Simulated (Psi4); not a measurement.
Approach curve of the dimer BF3 ··· Br2 (SMILES FB(F)F and BrBr), singlet. Monomers: optimised at B3LYP-D3(BJ) (def2-TZVP), held rigid. Orientation: lowest of the rigid-body minima from ten starts at GFN2-xTB. R is the distance of the centres of mass, along which the second monomer moves.

Methods: PBE/def2-TZVP, counterpoise-corrected (Psi4); PBE-D3(BJ)/def2-TZVP, counterpoise-corrected (Psi4); SAPT0/jun-cc-pVDZ, frozen core (Psi4).

Interaction energies in kcal/mol; the last columns give the difference from SAPT0:

```csv
R / Å,PBE/def2-TZVP,PBE-D3(BJ)/def2-TZVP,SAPT0/jun-cc-pVDZ,PBE/def2-TZVP − SAPT0/jun-cc-pVDZ,PBE-D3(BJ)/def2-TZVP − SAPT0/jun-cc-pVDZ
3.30,4.58,3.02,4.06,0.52,-1.04
3.47,2.39,0.97,2.00,0.39,-1.02
3.68,0.95,-0.28,0.68,0.26,-0.97
3.86,0.34,-0.73,0.15,0.19,-0.88
4.10,-0.02,-0.88,-0.14,0.12,-0.74
4.24,-0.10,-0.86,-0.20,0.10,-0.65
4.56,-0.14,-0.68,-0.21,0.07,-0.47
4.85,-0.10,-0.50,-0.16,0.06,-0.34
5.38,-0.03,-0.26,-0.08,0.05,-0.17
6.03,0.01,-0.10,-0.03,0.04,-0.07
7.04,0.02,-0.03,0.00,0.02,-0.02
8.37,0.01,-0.01,0.00,0.01,-0.01
```

PBE/def2-TZVP is furthest from SAPT0/jun-cc-pVDZ at 3.30 (0.52 kcal/mol, above); its mean absolute difference over the points is 0.15 kcal/mol.

PBE-D3(BJ)/def2-TZVP is furthest from SAPT0/jun-cc-pVDZ at 3.30 (-1.04 kcal/mol, below); its mean absolute difference over the points is 0.53 kcal/mol.
